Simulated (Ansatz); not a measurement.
Species: C$_{3}$H$_{10}$GeN, net charge 0, doublet state. SMILES: [CH2][Ge]([CH3])([CH3])[NH2]
Geometry: optimised at B3LYP-D3(BJ)/def2-TZVP (Ansatz, a program for electronic structure).

Property: atomisation energy, in kcal/mol. Terms: no spin-orbit coupling; atomisation electronic, to ground-state atoms; non-relativistic; LANL2DZ with its own core potentials from Na on; 6-31G* and kin with 6d, 5d where marked; frozen cores in correlated levels (noble-gas shells and the d and f shells of earlier blocks); UHF or UKS for open shells. First-principles rows: single points at B3LYP-D3(BJ) geometries (Ansatz).

```tsv
level	program	atomisation energy (kcal/mol)
MP2/STO-3G	Ansatz	1324.5
MP2/3-21G	Ansatz	1114.6
MP2/LANL2DZ	Ansatz	1085.7
MP2/6-31G*	Ansatz	1146.3
MP2/6-31G* with LANL2DZ past Ar	Ansatz	1145.1
```

No value to compare with is used here. The 5 habitual levels span 1085.7 (MP2/LANL2DZ) to 1324.5 kcal/mol (MP2/STO-3G).

The sets are all those run for this method; left out are runs that failed, that the program found above a lower state of the same kind, or whose <S^2> lies over 0.5 above the pure value.
